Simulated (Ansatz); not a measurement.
A made-up structure of C$_{2}$HGa, singlet:

```xyz
4
angstrom
C 0.9550 -0.4062 0.6959
C -0.3296 -0.2841 1.1712
Ga -0.1265 0.1396 -0.3774
H -0.4990 0.5508 -1.4897
```

It is relaxed with PBE-D4/def2-SVP and then PBE0-D4/def2-TZVP (Ansatz 0.2.0). Atoms count as bonded within 1.22 times the sum of their covalent radii (H–H: 0.88 Å). The end point is not checked to be a true minimum.

Does its bonding change? (Judge from chemistry; the calculation decides.)

Computed: No: no bond forms or breaks.

Where it ends: The first stage lowers the energy by 3.85 eV in 6 steps. It ends as C₂HGa ([C]1[C][GaH]1):
```json
{"atom": "C1", "x (Å)": "0.9808", "y (Å)": "-0.4826", "z (Å)": "0.9324"}
{"atom": "C2", "x (Å)": "-0.2086", "y (Å)": "-0.3696", "z (Å)": "1.3726"}
{"atom": "Ga3", "x (Å)": "-0.1561", "y (Å)": "0.1723", "z (Å)": "-0.4660"}
{"atom": "H4", "x (Å)": "-0.6160", "y (Å)": "0.6800", "z (Å)": "-1.8391"}
```

Labels in which every atom is bracketed show which atoms are joined, not bond orders.

For scale, one of the runs: PBE0-D4/def2-TZVP relaxation, 116 basis functions, launched by `ansatz run in.yaml --threads 2 --pin off --events-out ev --progress --plain --max-ram 4352MiB`. The run took about 8.5 s on 2 CPU threads of an Arm Neoverse V2 (shared host).
